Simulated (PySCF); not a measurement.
## AsH₃: calculation against measurement

Isolated AsH₃, optimised in PySCF with density fitting and no spin–orbit coupling; def2 sets carry scalar-relativistic core potentials from Rb on. All levels below give a singlet of C3v symmetry: PBE0/def2-TZVP As–H 1.522 Å (×3), H–As–H 92.0° (×3); B3LYP/def2-TZVP As–H 1.525 Å (×3), H–As–H 92.0° (×3); BP86/def2-TZVP As–H 1.536 Å (×3), H–As–H 91.2° (×3); PBE/def2-TZVP As–H 1.536 Å (×3), H–As–H 91.1° (×3).

Counting electrons, arsenic keeps 2 of its valence electrons outside its bonds, so the VSEPR class is AX3E1 and the expected shape is trigonal pyramidal (C3v), as computed. The angle of 92° is close to 90°: the heavy centre bonds with nearly pure p orbitals and keeps its lone pair s-like.

Problem. The measured dipole moment is 0.2 D (NIST CCCBDB Release 22 (SRD 101), experimental dipoles). What do the calculations give?

Solution. PBE0/def2-TZVP 0.34 D, B3LYP/def2-TZVP 0.22 D, BP86/def2-TZVP 0.25 D, PBE/def2-TZVP 0.25 D. The measured value is a vibrational average, and the basis lacks diffuse functions.

Problem. The measured mean polarisability is 5.468 Å³ (NIST CCCBDB Release 22 (SRD 101), experimental polarizabilities). What do the calculations give?

Solution. PBE0/def2-TZVP 4.76 Å³, B3LYP/def2-TZVP 4.75 Å³, BP86/def2-TZVP 4.89 Å³, PBE/def2-TZVP 4.87 Å³. Basis sets without diffuse functions underestimate polarisabilities.
